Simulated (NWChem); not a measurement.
System: SnNH$_{5}$; SMILES [NH2][SnH3]

All runs: NWChem. All runs use the structure optimised with PBE0/def2-SVP. def2 effective core potentials on Sn; no spin-orbit coupling. Ions are spin-unrestricted doublets at the neutral geometry; other ion states weren't tried.

Q: What does the run give for B3LYP/def2-TZVP? Quantities: vertical ionisation energy, ΔSCF (eV); −ε(HOMO) (eV).

A: 
```yaml
vertical ionisation energy, ΔSCF (eV): 9.48
"−ε(HOMO) (eV)": 6.98
```
